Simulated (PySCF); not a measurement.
A side-by-side comparison of computed properties.

First species: C₇H₁₃PS.
InChI=1S/C7H13PS/c1-7(2)8-3-5-9-6-4-8/h1,3-6H2,2H3

Second species: C₇H₁₃PS.
InChI=1S/C7H13PS/c9-8-5-1-3-7(8)4-2-6-8/h7H,1-6H2/t7-,8-

Levels: PBE0/pcSseg-1 for HOMO energy, LUMO energy and HOMO–LUMO gap. Geometries: GFN2-xTB. Each species is one conformer at its optimised geometry, gas phase, non-relativistic unless stated; the electronic structure was computed with PySCF and density fitting.

Values for the first species:

```
HOMO energy   : -6.35 eV
LUMO energy   : 0.03 eV
HOMO–LUMO gap : 6.38 eV
```

(1) Estimate the same properties for the second species, and the change in each.

## Answers

(1) 
```json
{"property": "HOMO energy", "first": "-6.35 eV", "second": "-6.21 eV", "second less first": "+0.14 eV"}
{"property": "LUMO energy", "first": "0.03 eV", "second": "0.80 eV", "second less first": "+0.77 eV"}
{"property": "HOMO–LUMO gap", "first": "6.38 eV", "second": "7.01 eV", "second less first": "+0.63 eV"}
```

